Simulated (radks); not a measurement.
Results of a calculation; reference values are marked as such.
Numerical settings for neutral tellurium, [Kr] 4d10 5s2 5p4. Level of theory: scalar-relativistic Kohn-Sham, PBE, spin-polarised, spherical densities, point nucleus; open shells are filled with parallel spins first (spin-orbit coupling, left out, can overturn this in heavy ions) (a radial shooting solver on a logarithmic mesh with Libxc functionals). The defaults (mesh step 0.008 in ln r, mesh end at 40 bohr or more with all orbitals vanishing there, Anderson mixing 0.5 over 9 steps, residual threshold near 1e-9 with the energy settled to 1e-9 hartree or 1e-11 of itself, here a cap of 96 iterations) give E = -6794.5048 hartree and 5p at -5.199 eV in 14 iterations. Run on one thread of a shared host, so times are rough (Arm Neoverse V2): 0.22 s of CPU time, 0.22 s wall, 14 iterations on 2725 mesh points. Changes against that run (0 stands for a change within the tolerance of the run):

| setting | iterations | converged | E (mhartree) | e(5p) (meV) | CPU (s) |
|---|---|---|---|---|---|
| mesh step in ln r 0.2 | 2 | no | diverged | - | 0.03 |
| mesh step in ln r 0.12 | 2 | no | diverged | - | 0.04 |
| mesh step in ln r 0.02 | 14 | yes | +0.000446 | 0 | 0.1 |
| mesh end (bohr) 1 | 13 | level above zero | +3.08e+05 | +1.06e+06 | 0.17 |
| mesh end (bohr) 8 | 14 | yes | +2.33 | +119 | 0.2 |
| residual threshold 0.001 | 9 | yes | 0 | +0.0314 | 0.17 |
| residual threshold 0.1 | 9 | yes | 0 | +0.0314 | 0.17 |
| mixing 0.05 | 20 | yes | 0 | 0 | 0.3 |
| linear mixing, mixing 0.05 | 96 | no | +0.666 | -28.3 | 1.4 |
| linear mixing, mixing 0.5 | 30 | yes | 0 | 0 | 0.4 |
| mixing history 20 | 17 | yes | 0 | 0 | 0.25 |
| iteration cap 3 | 3 | no | +1.21 | +651 | 0.07 |

Settled on a wrong energy, with an occupied level pushed above zero by the early mesh end: mesh end (bohr) 1 (+308 hartree). Apart from these: settings that end as converged yet miss the energy by more than 1 mhartree: mesh end (bohr) 8 (+0.00233 hartree). A mesh that ends early acts as a hard wall.
